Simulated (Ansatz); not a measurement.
Start from `[NH2][GeH2][OH]` and change one atom or group to get `[OH][GeH2][F]`.

Ansatz, PBE0-D4/def2-TZVP geometries, multiplicity 1. Each molecule was computed in one conformer, which needn't be the lowest.

Scalar relativity is left out up to krypton.

| property | `[NH2][GeH2][OH]` |
| --- | --- |
| HOMO energy (PBE/def2-TZVPP) / eV | -6.01 |
| size of the dipole moment (ωB97M-V/def2-TZVPP) / D | 2.22 |
| HOMO–LUMO gap (PBE/def2-TZVPP) / eV | 5.78 |
| HOMO–LUMO gap (B3LYP/def2-TZVPP) / eV | 7.52 |
| LUMO energy (PBE/def2-TZVPP) / eV | -0.22 |
| size of the dipole moment (PBE/def2-TZVPP) / D | 2.02 |

(1) What does the change do to each property? (Best estimate.)

Answers

(1) Computed: 
```json
{"property": "HOMO energy (PBE/def2-TZVPP) / eV", "`[OH][GeH2][F]`": "-7.62", "shift": "-1.61"}
{"property": "size of the dipole moment (ωB97M-V/def2-TZVPP) / D", "`[OH][GeH2][F]`": "1.96", "shift": "-0.26"}
{"property": "HOMO–LUMO gap (PBE/def2-TZVPP) / eV", "`[OH][GeH2][F]`": "6.97", "shift": "1.19"}
{"property": "HOMO–LUMO gap (B3LYP/def2-TZVPP) / eV", "`[OH][GeH2][F]`": "8.96", "shift": "1.44"}
{"property": "LUMO energy (PBE/def2-TZVPP) / eV", "`[OH][GeH2][F]`": "-0.64", "shift": "-0.42"}
{"property": "size of the dipole moment (PBE/def2-TZVPP) / D", "`[OH][GeH2][F]`": "1.82", "shift": "-0.20"}
```

With PBE0 the HOMO falls by 1.83 eV and the LUMO falls by 0.36 eV, so the gap widens by about 1.47 eV. PBE moves the HOMO by -1.61 eV and ωB97M-V by -1.82 eV. The zero-point energy changes by -60.4 kJ/mol with -6 modes. Dipoles are sizes alone; their direction can turn.

B3LYP here is the variant with VWN-RPA as its local correlation; programs differ in this.
